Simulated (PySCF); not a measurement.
Os(CO)3 (C3O3Os), SMILES [C-](#[O+])->[Os](<-[C-]#[O+])<-[C-]#[O+], multiplicity 1. Atoms are numbered in the order given.

```xyz
7

Os     0.2461    -0.2609     0.0000
O     -0.8744    -0.4129     2.8467
C     -0.3238    -0.3547     1.8410
O     -0.8744    -0.4129    -2.8467
C     -0.3238    -0.3547    -1.8410
O     -0.1096     2.6839     0.0000
C      0.0086     1.5372     0.0000
```
Charge 0, spin multiplicity 1.

The structure is a stationary point at PBE0-D3(BJ)/def2-SVP. The spin state was assumed, not searched. The def2 effective core potentials stand for the cores of Os; spin–orbit coupling is left out.

The numbers are results of ωB97X/def2-TZVP (PySCF), not measurements.

ESP charges are fitted to the potential on shells at 1.4 to 2.0 van der Waals radii. Atomic charges (e):

```csv
atom,Mulliken,ESP fit,Löwdin
Os1,0.43,0.22,0.33
O2,-0.11,-0.19,0.25
C3,-0.08,0.18,-0.35
O4,-0.11,-0.19,0.25
C5,-0.08,0.18,-0.35
O6,-0.15,-0.06,0.23
C7,0.08,-0.13,-0.36
```
